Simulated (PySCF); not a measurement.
Match each property card to its molecule.

Structures:
1. `FC(F)(F)C1=C(Cl)O[CH][CH+]1` [radical]
2. `O=C[C@@H]1CCSCS1`
3. `F[C@H]1OC[C@H](Cl)CO1`
4. `CC(C)C#CC(=O)O`
5. `FC(F)(F)OCCCl`

Card P (geometry GFN2-xTB):
* Rotational constants A, B, C: 1.997, 1.384, 1.144 GHz
* Static isotropic polarisability (PBE0/def2-SVPD): 98.9 au
* Dipole moment (PBE0/def2-SVPD): 2.13 D
* Point group: C1
* Strongest line among the 6 lowest singlet transitions (TDDFT PBE0/def2-SVPD): S6 at 5.93 eV (209 nm, f = 0.022)

Card Q (geometry GFN2-xTB):
- Rotational constants A, B, C: 1.630, 1.024, 0.706 GHz
- Point group: Cs
- Largest isotropic hyperfine couplings (means over sets of like nuclei) (unrestricted B3LYP/pcH-1, mean-field spin–orbit): 13C +41.9, 1H -36.7, 13C +35.2, 13C -9.7, 35Cl +9.2 MHz
- Isotropic g value (unrestricted B3LYP/pcH-1, mean-field spin–orbit): 2.00662

Card R (geometry GFN2-xTB):
- Rotational constants A, B, C: 4.779, 0.883, 0.774 GHz
- Static isotropic polarisability (PBE0/def2-SVPD): 81.8 au
- Point group: C1
- Lowest singlet excitation (TDDFT PBE0/def2-SVPD): 4.79 eV (259 nm, f = 0.000)
- Strongest line among the 6 lowest singlet transitions (TDDFT PBE0/def2-SVPD): S3 at 5.93 eV (209 nm, f = 0.161)

Card S (geometry GFN2-xTB):
* Rotational constants A, B, C: 3.517, 1.277, 1.157 GHz
* Static isotropic polarisability (PBE0/def2-SVPD): 67.4 au
* Isotropic shieldings of nuclei other than C and H, by class (GIAO PBE0/pcSseg-1): 256 (2 O), 299 (1 F), 795 (1 Cl) ppm
* HOMO energy (PBE0/def2-SVPD): -8.37 eV
* Point group: Cs

Card T (geometry GFN2-xTB):
* Rotational constants A, B, C: 3.689, 0.796, 0.753 GHz
* Static isotropic polarisability (PBE0/def2-SVPD): 58.5 au
* Point group: C1
* Dipole moment (PBE0/def2-SVPD): 3.10 D
* 13C chemical shifts (computed TMS as zero) by class (GIAO PBE0/pcSseg-1): 130.8 (1 C), 73.4 (1 C), 49.2 (1 C) ppm
* Strongest line among the 6 lowest singlet transitions (TDDFT PBE0/def2-SVPD): S4 at 8.34 eV (149 nm, f = 0.045)

Species are written as SMILES; each is one conformer at its optimised geometry, gas phase, non-relativistic unless stated. Electronic properties by PySCF. Hyperfine couplings of like nuclei are means over topologically equivalent atoms, whose single values can differ widely in one geometry; on GFN2-xTB geometries they can lie far from the values at a DFT minimum. NMR classes are plain means over equivalent atoms (diastereotopic ones count apart unless rotation or inversion swaps them), as if these changed places fast.

Task: Which card belongs to which structure?

Result: P = 2, Q = 1, R = 4, S = 3, T = 5. What ties each card to its structure:
- 1 (card Q), [C5H2ClF3O]+, monoisotopic mass 170.0 u, 10 heavy atoms: an asymmetric top with C = 0.706 GHz, the lowest such constant on the cards; an open shell with its largest isotropic coupling to 13C.
- 2 (card P), C5H8OS2, monoisotopic mass 148.0 u, 8 heavy atoms: an asymmetric top with C = 1.144 GHz; polarisability 98.9 au for 78 electrons, the largest shown; dipole 2.13 D.
- 3 (card S), C4H6ClFO2, monoisotopic mass 140.0 u, 8 heavy atoms: an asymmetric top with C = 1.157 GHz, the highest such constant on the cards; polarisability 67.4 au for 72 electrons.
- 4 (card R), C6H8O2, monoisotopic mass 112.1 u, 8 heavy atoms: an asymmetric top with C = 0.774 GHz; polarisability 81.8 au for 60 electrons.
- 5 (card T), C3H4ClF3O, monoisotopic mass 148.0 u, 8 heavy atoms: 3 C in 3 classes; the least shielded carbon (130.8 ppm) is a CF3 carbon; an asymmetric top with C = 0.753 GHz; polarisability 58.5 au for 74 electrons, the smallest shown; dipole 3.10 D.
